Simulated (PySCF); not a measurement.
# Neon: a sound run and one with changed settings

Sound run: Ne⁺ [He] 2s2 2p5, Ne²⁺ [He] 2s2 2p4. Computed with PySCF 2.14 in aug-cc-pVDZ-DK, with scalar relativity by spin-free X2C-1e. The sound run starts from symmetry-adapted Hartree-Fock orbitals and uses a fine grid where one is needed.

Changed run: 6 angular points. This setting is unsound on purpose.

```tsv
species	method	sound run (hartree)	changed run (hartree)	converged
Ne⁺	UHF	-127.90409	-127.90409	yes
Ne⁺	MN15	-128.21649	-128.17392	yes
Ne⁺	LDA	-127.49443	-127.55405	yes
Ne²⁺	UHF	-126.45984	-126.45984	yes
Ne²⁺	MN15	-126.69874	-126.63876	yes
Ne²⁺	LDA	-125.96943	-126.03608	yes
```

Ionisation energy of Ne⁺:

```csv
method,sound run (eV),changed run (eV)
UHF,39.300,39.300
MN15,41.300,41.774
LDA,41.497,41.306
```

A coarse angular grid integrates products of high-l functions wrongly, so density functionals can shift, and the SCF can exploit the error; Hartree-Fock and MP2 need no grid.

For comparison, NIST gives 40.963 eV between the lowest levels.
